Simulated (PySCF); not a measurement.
**Two-component Hartree-Fock for Au+ (gold, charge +1)**

Start: [Xe] 4f14 5d10. Calculated with PySCF 2.14 in x2c-TZVPPall-2c: generalised Hartree-Fock with the X2C-1e Hamiltonian and a Gaussian nucleus; one run each with spin-orbit coupling (SO) switched off, then screened by Boettger's factors.

| spinor shell | electrons | ε, spin-free (eV) | ε, screened SO (eV) | weight of nominal j (screened SO) | rms radius, screened SO (bohr) |
| --- | --- | --- | --- | --- | --- |
| 1s1/2 | 2 | -81185.8 | -81154.7 | 1.000 | 0.0190 |
| 2s1/2 | 2 | -14484.0 | -14474.4 | 1.000 | 0.0768 |
| 2p1/2 | 2 | -12534.8 | -13856.9 | 1.000 | 0.0651 |
| 2p3/2 | 4 | -12534.8 | -12015.8 | 1.000 | 0.0731 |
| 3s1/2 | 2 | -3494.0 | -3491.0 | 1.000 | 0.196 |
| 3p1/2 | 2 | -2919.7 | -3214.3 | 1.000 | 0.188 |
| 3p3/2 | 4 | -2919.7 | -2801.9 | 1.000 | 0.204 |
| 3d3/2 | 4 | -2296.3 | -2347.8 | 1.000 | 0.179 |
| 3d5/2 | 6 | -2296.3 | -2259.6 | 1.000 | 0.183 |
| 4s1/2 | 2 | -801.70 | -800.84 | 1.000 | 0.432 |
| 4p1/2 | 2 | -610.16 | -681.74 | 1.000 | 0.437 |
| 4p3/2 | 4 | -610.16 | -581.46 | 1.000 | 0.471 |
| 4d3/2 | 4 | -375.03 | -386.29 | 1.000 | 0.485 |
| 4d5/2 | 6 | -375.03 | -367.01 | 1.000 | 0.496 |
| 5s1/2 | 2 | -135.87 | -135.79 | 1.000 | 1.00 |
| 4f5/2 | 6 | -112.04 | -113.94 | 1.000 | 0.543 |
| 4f7/2 | 8 | -112.04 | -110.07 | 1.000 | 0.547 |
| 5p1/2 | 2 | -82.998 | -95.319 | 1.000 | 1.09 |
| 5p3/2 | 4 | -82.998 | -78.170 | 1.000 | 1.19 |
| 5d3/2 | 4 | -20.884 | -22.019 | 1.000 | 1.64 |
| 5d5/2 | 6 | -20.884 | -20.174 | 1.000 | 1.73 |

```tsv
quantity	spin-free	screened SO
E (hartree)	-18997.11078	-19026.54891
M_J	0	0
⟨J²⟩	0.000	0.000
⟨L²⟩	0.000	0.179
⟨S²⟩	0.000	0.179
```

Breit and QED terms are absent; they matter most for the inner s and p1/2 levels.

Densities and radii are taken from the X2C orbitals without a picture-change correction, which distorts them close to the nucleus.

Without spin-orbit coupling the j labels of p, d and f shells carry no meaning; the spin-free column gives the mean over the occupied spinors of each nl shell.
